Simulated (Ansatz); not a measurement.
Steps of a relaxation of `CN(C)[AsH][SiH3]` with RKS PBE0-D4/def2-TZVP.

```sh
$ ansatz run in.yaml --threads 4 --pin off --events-out ev --progress --plain --max-ram 11315MiB
```

```yaml
crystal:
  periodic: [false, false, false]
  atoms:
    - {symbol: C, position_ang: [-1.528131, 0.023715, 1.144408]}
    - {symbol: N, position_ang: [-0.235655, 0.126959, 0.487519]}
    - {symbol: C, position_ang: [0.794094, 0.668134, 1.362645]}
    - {symbol: As, position_ang: [0.365593, -1.509189, -0.348829]}
    - {symbol: Si, position_ang: [0.906675, -0.237782, -2.309155]}
    - {symbol: H, position_ang: [-1.824452, 1.028363, 1.523030]}
    - {symbol: H, position_ang: [-1.553061, -0.677064, 2.022136]}
    - {symbol: H, position_ang: [-2.305137, -0.303680, 0.423314]}
    - {symbol: H, position_ang: [1.757816, 0.757123, 0.818387]}
    - {symbol: H, position_ang: [0.501980, 1.693475, 1.680959]}
    - {symbol: H, position_ang: [0.980738, 0.069355, 2.293327]}
    - {symbol: H, position_ang: [-1.023370, -1.850339, -0.932609]}
    - {symbol: H, position_ang: [1.939042, 0.774505, -1.889888]}
    - {symbol: H, position_ang: [1.504012, -1.091252, -3.400186]}
    - {symbol: H, position_ang: [-0.301944, 0.476978, -2.845858]}
basis:
  gaussian: {orbitals: def2-TZVP}
hamiltonian: {xc: pbe0, dispersion: d4}
relax: {f_tol: 0.005, max_steps: 150}
```

Positions (Å) and forces (eV/Å) along the path, 10 of 19 steps:

```xyz
15
step=1 energy=-72432.1690 eV
C    -1.528    0.024    1.144   -0.258   -0.004    0.199
N    -0.236    0.127    0.488    0.086   -0.332    0.053
C     0.794    0.668    1.363    0.190    0.135    0.215
As    0.366   -1.509   -0.349   -0.445    0.619   -0.067
Si    0.907   -0.238   -2.309    0.070    0.065   -0.062
H    -1.824    1.028    1.523    0.181   -0.495   -0.202
H    -1.553   -0.677    2.022    0.071    0.343   -0.478
H    -2.305   -0.304    0.423    0.438    0.163    0.344
H     1.758    0.757    0.818   -0.495   -0.064    0.246
H     0.502    1.693    1.681    0.116   -0.509   -0.171
H     0.981    0.069    2.293   -0.140    0.254   -0.506
H    -1.023   -1.850   -0.933    0.290    0.051    0.132
H     1.939    0.775   -1.890   -0.222   -0.217   -0.085
H     1.504   -1.091   -3.400   -0.138    0.159    0.242
H    -0.302    0.477   -2.846    0.256   -0.168    0.138
15
step=2 energy=-72432.2312 eV
C    -1.518    0.024    1.142   -0.134    0.019    0.077
N    -0.245    0.152    0.467    0.061   -0.213   -0.003
C     0.782    0.670    1.348    0.096    0.096    0.100
As    0.351   -1.470   -0.353   -0.114    0.167    0.129
Si    0.915   -0.240   -2.296   -0.022    0.049   -0.085
H    -1.812    1.009    1.537    0.050   -0.163   -0.061
H    -1.513   -0.686    1.995    0.032    0.114   -0.161
H    -2.291   -0.297    0.433    0.113    0.049    0.108
H     1.734    0.764    0.809   -0.136   -0.010    0.085
H     0.493    1.677    1.685    0.045   -0.160   -0.054
H     0.960    0.051    2.251   -0.050    0.080   -0.170
H    -1.023   -1.825   -0.920    0.057    0.004   -0.008
H     1.939    0.763   -1.883   -0.049   -0.058   -0.028
H     1.498   -1.102   -3.368   -0.034    0.042    0.071
H    -0.290    0.461   -2.818    0.086   -0.018    0.001
15
step=3 energy=-72432.2370 eV
C    -1.514    0.024    1.142   -0.009    0.011    0.008
N    -0.241    0.152    0.470   -0.011   -0.056   -0.024
C     0.779    0.672    1.356    0.009    0.006    0.003
As    0.353   -1.459   -0.343   -0.009    0.064   -0.028
Si    0.901   -0.241   -2.301    0.066    0.003    0.006
H    -1.805    1.000    1.541   -0.007    0.017    0.011
H    -1.504   -0.689    1.985    0.004   -0.019    0.016
H    -2.283   -0.292    0.436   -0.021   -0.007   -0.016
H     1.729    0.770    0.826    0.022    0.004   -0.012
H     0.487    1.672    1.692   -0.008    0.017    0.004
H     0.950    0.051    2.250    0.004   -0.016    0.019
H    -1.007   -1.819   -0.930   -0.039   -0.021    0.025
H     1.930    0.750   -1.893    0.020    0.022   -0.013
H     1.483   -1.114   -3.357   -0.001   -0.020   -0.010
H    -0.280    0.472   -2.845   -0.022   -0.004    0.011
15
step=5 energy=-72432.2391 eV
C    -1.519    0.020    1.154    0.005   -0.006    0.000
N    -0.251    0.154    0.474    0.001    0.009   -0.008
C     0.774    0.675    1.355   -0.003    0.002    0.002
As    0.346   -1.446   -0.352   -0.003   -0.003    0.008
Si    0.919   -0.240   -2.311   -0.010   -0.001    0.001
H    -1.808    0.994    1.563   -0.001    0.004    0.004
H    -1.503   -0.699    1.991   -0.002   -0.008    0.007
H    -2.294   -0.291    0.451   -0.004   -0.004   -0.004
H     1.721    0.780    0.818    0.004    0.002   -0.004
H     0.480    1.672    1.698   -0.003    0.006    0.004
H     0.954    0.049    2.245    0.004   -0.004    0.007
H    -1.019   -1.812   -0.926    0.004    0.002   -0.007
H     1.954    0.751   -1.915    0.006    0.000   -0.003
H     1.491   -1.129   -3.360   -0.003   -0.007    0.005
H    -0.264    0.472   -2.855    0.004    0.009   -0.009
15
step=8 energy=-72432.2403 eV
C    -1.526    0.005    1.177    0.005    0.001    0.003
N    -0.269    0.172    0.481   -0.004   -0.002    0.003
C     0.760    0.693    1.359   -0.001   -0.002   -0.004
As    0.335   -1.416   -0.360   -0.001    0.001    0.006
Si    0.936   -0.241   -2.331    0.012   -0.009   -0.010
H    -1.821    0.965    1.614   -0.001   -0.001    0.000
H    -1.488   -0.734    1.997    0.003    0.002   -0.001
H    -2.307   -0.300    0.478   -0.003   -0.002   -0.001
H     1.697    0.824    0.812    0.000    0.002    0.000
H     0.453    1.677    1.728    0.000    0.002    0.000
H     0.963    0.052    2.234    0.000    0.003    0.000
H    -1.025   -1.780   -0.946   -0.003    0.004   -0.008
H     2.021    0.710   -1.968   -0.008   -0.008    0.001
H     1.461   -1.189   -3.354   -0.003    0.012    0.000
H    -0.212    0.513   -2.893    0.003   -0.003    0.009
15
step=11 energy=-72432.2409 eV
C    -1.530   -0.009    1.194    0.004   -0.002    0.002
N    -0.287    0.168    0.476    0.000   -0.009    0.011
C     0.750    0.705    1.336    0.000    0.000    0.000
As    0.316   -1.423   -0.361   -0.016    0.015   -0.011
Si    0.955   -0.245   -2.318    0.012    0.008   -0.007
H    -1.831    0.951    1.628    0.001   -0.001   -0.002
H    -1.468   -0.740    2.019    0.000    0.003   -0.004
H    -2.318   -0.330    0.511    0.005    0.000    0.004
H     1.677    0.845    0.774   -0.004   -0.002    0.000
H     0.437    1.688    1.704    0.000   -0.002   -0.002
H     0.973    0.072    2.211   -0.001    0.001   -0.004
H    -1.037   -1.761   -0.979    0.000   -0.003    0.007
H     2.076    0.662   -1.951   -0.009   -0.004   -0.004
H     1.438   -1.193   -3.360    0.000    0.004    0.006
H    -0.171    0.560   -2.857    0.010   -0.010    0.006
15
step=13 energy=-72432.2411 eV
C    -1.533   -0.016    1.209    0.009   -0.009   -0.004
N    -0.299    0.167    0.476    0.002    0.005    0.015
C     0.745    0.709    1.323   -0.003   -0.007   -0.004
As    0.299   -1.422   -0.367   -0.012    0.006   -0.004
Si    0.968   -0.244   -2.316   -0.006    0.002    0.002
H    -1.835    0.943    1.644    0.001   -0.003   -0.002
H    -1.457   -0.745    2.035   -0.001    0.007   -0.008
H    -2.328   -0.343    0.536    0.009    0.002    0.007
H     1.664    0.853    0.750   -0.009   -0.003    0.004
H     0.431    1.690    1.695    0.000   -0.003   -0.001
H     0.981    0.077    2.197   -0.002    0.005   -0.008
H    -1.053   -1.747   -0.996    0.010    0.003    0.003
H     2.096    0.650   -1.941   -0.009   -0.006   -0.003
H     1.447   -1.198   -3.354    0.001    0.006    0.004
H    -0.147    0.572   -2.861    0.012   -0.005   -0.001
15
step=17 energy=-72432.2413 eV
C    -1.535   -0.022    1.227    0.003   -0.001   -0.003
N    -0.313    0.169    0.476   -0.001    0.008    0.007
C     0.740    0.712    1.310   -0.001   -0.004   -0.004
As    0.275   -1.418   -0.375    0.002   -0.007   -0.003
Si    0.978   -0.245   -2.314   -0.002    0.000    0.000
H    -1.837    0.936    1.665   -0.001    0.000    0.001
H    -1.442   -0.749    2.052    0.000    0.002   -0.002
H    -2.337   -0.355    0.565    0.001    0.000    0.002
H     1.651    0.862    0.724   -0.003    0.001    0.002
H     0.428    1.691    1.689    0.000    0.000    0.001
H     0.991    0.078    2.177   -0.001    0.002   -0.001
H    -1.075   -1.724   -1.017    0.001    0.000    0.000
H     2.104    0.645   -1.924    0.001    0.000    0.001
H     1.471   -1.205   -3.339    0.000    0.000    0.000
H    -0.120    0.575   -2.885    0.000    0.000    0.001
15
step=18 energy=-72432.2413 eV
C    -1.535   -0.022    1.227    0.001    0.000   -0.002
N    -0.313    0.169    0.475   -0.001    0.005    0.004
C     0.740    0.712    1.309    0.000   -0.002   -0.003
As    0.275   -1.419   -0.375    0.003   -0.006   -0.002
Si    0.978   -0.245   -2.314   -0.002    0.000   -0.001
H    -1.837    0.936    1.664   -0.001    0.000    0.001
H    -1.442   -0.749    2.052    0.000    0.000    0.000
H    -2.337   -0.355    0.565    0.000    0.000    0.001
H     1.651    0.862    0.724   -0.001    0.001    0.001
H     0.428    1.690    1.689    0.000    0.000    0.001
H     0.992    0.078    2.176    0.000    0.000    0.000
H    -1.075   -1.724   -1.017    0.000    0.000    0.000
H     2.103    0.646   -1.923    0.001    0.000    0.001
H     1.472   -1.204   -3.339    0.000   -0.001    0.000
H    -0.121    0.575   -2.883    0.000    0.000    0.000
15
step=19 energy=-72432.2413 eV
C    -1.535   -0.021    1.226    0.000   -0.001    0.001
N    -0.313    0.170    0.475   -0.001    0.000    0.000
C     0.740    0.712    1.309    0.000    0.000    0.000
As    0.275   -1.419   -0.375   -0.001    0.001   -0.001
Si    0.978   -0.245   -2.314    0.000    0.000    0.001
H    -1.837    0.936    1.664    0.001    0.000   -0.001
H    -1.442   -0.749    2.051    0.000    0.000    0.000
H    -2.337   -0.355    0.565    0.000    0.000    0.000
H     1.650    0.863    0.723    0.000    0.000    0.000
H     0.428    1.690    1.690    0.000    0.000    0.000
H     0.992    0.078    2.176    0.000    0.000    0.000
H    -1.075   -1.725   -1.017    0.001    0.000    0.000
H     2.104    0.645   -1.923    0.000    0.000    0.000
H     1.471   -1.205   -3.339    0.000    0.000    0.000
H    -0.120    0.575   -2.883    0.000    0.000    0.000
```

Hardware: 4 threads of an Arm Neoverse V2 on a shared host. Wall time 2.2 min, peak host memory 0.84 GiB.
